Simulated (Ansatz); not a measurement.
C3H9Sb (SMILES [CH3][Sb]([CH3])[CH3]), singlet, geometry from GFN2-xTB (all electrons, no relativity); BLYP/STO-3G (Ansatz, a first-principles code).

The Ansatz input:
Ansatz 0.2 input:
```yaml
crystal:
  periodic: [false, false, false]
  atoms:
    - {symbol: Sb, position_ang: [-0.00673821, 0.00740301, 0.43142423]}
    - {symbol: C, position_ang: [0.19254380, -1.82326529, -0.71473966]}
    - {symbol: H, position_ang: [1.11761127, -2.32368584, -0.45225624]}
    - {symbol: H, position_ang: [0.19814442, -1.59192199, -1.77443677]}
    - {symbol: H, position_ang: [-0.63697105, -2.48620389, -0.49681510]}
    - {symbol: C, position_ang: [1.48921748, 1.04940145, -0.74378095]}
    - {symbol: H, position_ang: [2.47603995, 0.67127683, -0.50237513]}
    - {symbol: H, position_ang: [1.45823690, 2.11023739, -0.52301994]}
    - {symbol: H, position_ang: [1.29510059, 0.89708791, -1.80001401]}
    - {symbol: C, position_ang: [-1.64668376, 0.73532555, -0.78736976]}
    - {symbol: H, position_ang: [-2.55198411, 0.18722995, -0.55265593]}
    - {symbol: H, position_ang: [-1.40872327, 0.60197337, -1.83717977]}
    - {symbol: H, position_ang: [-1.81427087, 1.78768245, -0.58854042]}
basis:
  gaussian:
    orbitals: STO-3G
hamiltonian:
  xc: blyp
accuracy: high
```

What the program printed (banner, timings and long lists left out):

```
Functional definition: BLYP
901 factors; integrals over basis functions are off by at most 4.1e-9 eV
mean field evaluation 1: about -173378.3013 eV, gradient 8.5e0 eV
mean field evaluation 2: about -173378.0774 eV, gradient 1.2e1 eV
mean field evaluation 4: about -173378.5659 eV, gradient 1.3e-1 eV
mean field evaluation 8: about -173378.4044 eV, gradient 4.1e-3 eV
mean field evaluation 16: about -173378.4044 eV, gradient 3.5e-8 eV
mean field -173378.40439605 eV, -6371.5388414514 hartree, gradient 4.2e-8 eV, S^2 0.000000; 0 other end points of the search recorded, 0 dependent functions left out
reference -173378.40444874 eV, -6371.5388433879 hartree; 39, 39 occupied and 12, 12 virtual orbitals, 901 factors
Total energy: -173378.40444874 eV, -6371.5388433879 hartree
```
